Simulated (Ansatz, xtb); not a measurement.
BClFGeH2+: where a starting geometry ends

The starting geometry of this gas-phase singlet has its atoms placed at random.

```xyz
6

B    -0.2622   -1.2472    0.4283
Cl    1.3764    0.2106   -0.5702
F    -0.7789   -0.5156    1.6035
Ge   -0.3331    1.6114   -0.7106
H    -0.3822   -1.8378   -0.7022
H     1.1850   -0.8860    0.4523
```

Question: One run relaxed it with r2SCAN-D4/def2-SVP. What is a likely outcome?

Answer: It ends as a structure given below by its coordinates. Contacts that open: Cl2–H6 (1.51 → 4.88 Å). Contacts that close: B1–H6 (1.49 → 1.19 Å).

The energy falls by 4.35 eV over 36 steps:

```tsv
step	E − E(last) (eV)
1	4.352
5	0.746
9	0.178
13	0.012
17	0.004
20	0.002
24	0.001
28	0.000
32	0.000
36	0.000
```

Final geometry (Å):

```yaml
atoms:
  - { symbol: B, position_ang: [0.0314, -1.5456, 0.5374] }
  - { symbol: Cl, position_ang: [0.9550, 1.2887, -1.7041] }
  - { symbol: F, position_ang: [-0.1983, -0.2027, 0.8299] }
  - { symbol: Ge, position_ang: [-0.2059, 1.8472, -0.0369] }
  - { symbol: H, position_ang: [0.2836, -1.7830, -0.6077] }
  - { symbol: H, position_ang: [-0.0609, -2.2692, 1.4824] }
```

From the same start GFN2-xTB reaches the same bonding as this run.

From so rough a start the end depends on the optimiser's path, so another program may land elsewhere. No frequencies were run, so the end isn't proven a minimum. Run with Ansatz 0.2.0, 86 s on 2 threads of Intel(R) Xeon(R) Platinum 8259CL CPU @ 2.50GHz (Skylake/Cascade Lake) (shared host).
